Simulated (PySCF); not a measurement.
A PySCF script (with the pyscf-properties extension) for the NMR shieldings of `COBCCOC`, C$_{4}$H$_{11}$BO$_{2}$, on a GFN2-xTB geometry:

```python
import basis_set_exchange as bse
import numpy as np
from pyscf import gto, dft
from pyscf.prop import nmr

atoms = """
C    -3.249743    0.340600    0.413117
O    -1.880308    0.089023    0.226043
B    -1.354983   -1.100756   -0.038152
C     0.219910   -1.207728   -0.221001
C     0.981125    0.098733   -0.036201
O     2.362052   -0.142340   -0.225626
C     3.146803    1.006022   -0.066406
H    -3.847638   -0.568647    0.303902
H    -3.574383    1.079442   -0.323228
H    -3.397016    0.752231    1.414469
H    -2.031055   -2.068496   -0.137633
H     0.453253   -1.597390   -1.214352
H     0.627934   -1.940232    0.478826
H     0.807687    0.501020    0.973503
H     0.629975    0.850216   -0.759600
H     4.180610    0.707356   -0.231520
H     3.045731    1.424096    0.944499
H     2.871286    1.783167   -0.792273
"""
names = dict.fromkeys(["C", "O", "B", "H"], "pcSseg-1")
basis = {el: gto.basis.parse(bse.get_basis(n, elements=[el], fmt="nwchem")) for el, n in names.items()}
mol = gto.M(atom=atoms, basis=basis, charge=0, verbose=0)
mf = dft.RKS(mol, xc="PBE0")
mf.grids.level = 2
mf.grids.alignment = dft.numint.BLKSIZE   # the property module wants whole blocks of grid points
mf.conv_tol = 1e-9
mf.kernel()

calc = nmr.RKS(mf)   # GIAO
C = mf.mo_coeff
Co = C[:, mf.mo_occ > 0]
resp = mf.gen_response(singlet=True, hermi=2)
def vind(x):   # induced exchange potential for any number of trial vectors
    d = np.einsum("pi,xij,qj->xpq", C, 2 * x.reshape(-1, C.shape[1], Co.shape[1]), Co, optimize=True)
    return np.einsum("xpq,pi,qj->xij", resp(d - d.transpose(0, 2, 1)), C, Co, optimize=True).ravel()
mo1, _ = nmr.rhf.solve_mo1(calc, with_cphf=vind)
sigma = calc.kernel(mo1)
for i, s in enumerate(sigma):   # ppm
    w = np.linalg.eigvalsh((s + s.T) / 2)
    print("%2d %-2s iso %8.1f  s11 %8.1f  s22 %8.1f  s33 %8.1f" % (i, mol.atom_pure_symbol(i), w.mean(), *w))
```

Question: What does it print?

Answer: 
```
 0 C  iso    123.4  s11     87.8  s22     99.1  s33    183.2
 1 O  iso    152.0  s11    -53.4  s22    150.7  s33    358.8
 2 B  iso     52.5  s11     13.9  s22     52.0  s33     91.6
 3 C  iso    157.3  s11    140.3  s22    149.0  s33    182.6
 4 C  iso    112.8  s11     77.1  s22     93.4  s33    168.0
 5 O  iso    304.6  s11    280.2  s22    305.6  s33    327.9
 6 C  iso    125.8  s11     95.7  s22     98.2  s33    183.5
 7 H  iso     27.7  s11     25.2  s22     25.8  s33     32.0
 8 H  iso     27.4  s11     23.7  s22     25.5  s33     33.1
 9 H  iso     27.4  s11     23.7  s22     25.5  s33     33.1
10 H  iso     26.4  s11     25.0  s22     25.7  s33     28.3
11 H  iso     30.3  s11     26.9  s22     29.2  s33     34.9
12 H  iso     30.3  s11     26.8  s22     29.3  s33     34.8
13 H  iso     28.3  s11     24.2  s22     28.5  s33     32.2
14 H  iso     28.3  s11     24.1  s22     28.5  s33     32.2
15 H  iso     27.9  s11     23.8  s22     25.5  s33     34.3
16 H  iso     28.4  s11     25.0  s22     26.0  s33     34.3
17 H  iso     28.4  s11     25.0  s22     26.0  s33     34.3
```

These numbers come from an equivalent density-fitted implementation of the same equations, which agrees with the script to about 0.01 ppm for H and up to a few tenths of a ppm for heavy atoms, so last digits may differ.

Size and cost of the density-fitted run: 174 basis functions, 25 s wall time on 1 thread of an Arm Neoverse V1, shared host; peak memory 0.77 GiB.
